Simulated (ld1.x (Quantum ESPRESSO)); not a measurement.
**W (Z = 74), TM: configuration errors across variants**

ld1.x (Quantum ESPRESSO) 7.5 input, shortened:

```
&input
   title='W', zed=74., rel=1, dft='PBE', iswitch=3,
   config='[Xe] 4f14 5d4 6s1 6p0'
 /
 &inputp
   pseudotype=2, tm=.true., lloc=0,
   nlcc=.true., new_core_ps=.true., rcore=1.40
 /
3
6P  2  1   0.00   0.00  3.60  3.60  0.0
5D  3  2   4.00   0.00  2.05  2.05  0.0
6S  1  0   1.00   0.00  2.00  2.00  0.0
 &test
   configts(1)='5d4 6s1 6p0'
 /
```

All-electron excitation energies from the reference (eV): (1) 5d4 6s2 6p0 -8.883; (2) 5d4 6s0 6p0 15.679; (3) 5d3 6s0 6p0 41.061; (4) 5d4 6s1.5 6p0 -5.251; (5) 5d2 6s0 6p0 78.273; (6) 5d4 6s0 6p1 5.453; (7) 5d4.5 6s1.5 6p0 -8.188.

A true bound ghost makes a file unfit for plane-wave use even where its test errors are small: the radial tests pick states by their node count and pass the ghost by.

Errors AE − PS in meV (a dash: test not solved or not reliable):

| change | (1) | (2) | (3) | (4) | (5) | (6) | (7) | bound ghosts |
| --- | --- | --- | --- | --- | --- | --- | --- | --- |
| base | +0.4 | -16 | -193 | +1.0 | -803 | -8.5 | -3.0 | none |
| wave 6p (bound): rc 3.60 bohr becomes 6p (bound): rc 2.36 bohr | +0.4 | -16 | -193 | +1.0 | -803 | -4.5 | -3.0 | p |
| wave 6p (bound): rc 3.60 bohr becomes 6p (bound): rc 2.62 bohr | +0.4 | -16 | -193 | +1.0 | -803 | -6.0 | -3.0 | none |
| wave 6p (bound): rc 3.60 bohr becomes 6p (bound): rc 3.18 bohr | +0.4 | -16 | -193 | +1.0 | -803 | -9.2 | -3.0 | none |
| wave 6p (bound): rc 3.60 bohr becomes 6p (bound): rc 3.54 bohr | +0.4 | -16 | -193 | +1.0 | -803 | -8.5 | -3.0 | none |
| wave 6p (bound): rc 3.60 bohr becomes 6p (bound): rc 4.16 bohr | +0.4 | -16 | -193 | +1.0 | -803 | -3.1 | -3.0 | none |
| wave 6p (bound): rc 3.60 bohr becomes 6p (bound): rc 4.70 bohr | +0.4 | -16 | -193 | +1.0 | -803 | +3.8 | -3.0 | none |
| wave 6p (bound): rc 3.60 bohr becomes 6p (bound): rc 5.08 bohr | +0.4 | -16 | -193 | +1.0 | -803 | +7.9 | -3.0 | none |
| wave 6p (bound): rc 3.60 bohr becomes 6p (bound): rc 5.50 bohr | +0.4 | -16 | -193 | +1.0 | -803 | +11 | -3.0 | none |

(1) Give the same row for: wave 6p (bound): rc 3.60 bohr becomes 6p (bound): rc 3.78 bohr.

## Answers

(1) +0.4, -16, -193, +1.0, -803, -7.2, -3.0; bound ghosts: none.
